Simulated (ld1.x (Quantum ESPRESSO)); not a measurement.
# Li: one change to a TM potential, before and after

Li, norm-conserving Troullier–Martins (Kleinman–Bylander form), made with ld1.x (Quantum ESPRESSO) 7.5 (PBE, scalar-relativistic). Core none, reference 1s2 2s1 2p0. Waves: 2p (bound, empty): rc 4.20 bohr; 1s (bound): rc 0.65 bohr. Local part: the s channel. Core correction: none.

Occupied shells without a wave of their own: 2s. They enter only through the test configuration that unscreens the potential.

Change: local potential all-electron potential smoothed inside 0.65 bohr (lloc = -1).

Cutoffs: the cutoffs (Ry, on a coarse ladder) from which the occupation-weighted sum of valence levels, in a spherical-Bessel basis at the reference potential, stays within 10 and 1 mRy of its value at 400 Ry; they do not see the model core or the augmentation charge, which bear on the density cutoff. Errors are all-electron minus pseudo energies relative to the spin-unpolarised reference configuration.

Question: How do hardness, ghosts and transferability respond?

Answer: Of the 4 tests that both files solve, the error grows in 1 and shrinks in 3 by more than 15 % and 0.3 meV (median size 10.4 → 5.2 meV); neither file shows a bound ghost.

```csv
quantity,base,changed
"cutoff, loose",180 Ry,180 Ry
"cutoff, tight",over 300 Ry,over 300 Ry
bound ghosts,none,none
"error for 1s2 2s0 2p0, meV [ΔE 5.30 eV]",+15,+7.1
"error for 1s2 2s0.5 2p0, meV [ΔE 2.05 eV]",+5.7,+2.7
"error for 1s2 2s0 2p1, meV [ΔE 1.79 eV]",+5.2,-3.3
"error for 1s1 2s1 2p0, meV [ΔE 68.41 eV]",+87,+107
s: phases at 4.57 bohr within 0.05 rad from the reference energy up to (Ry; the scan ends near 5),3.2,3.2
p: phases at 4.57 bohr within 0.05 rad from the reference energy up to (Ry; the scan ends near 5),0.6,0.4
```
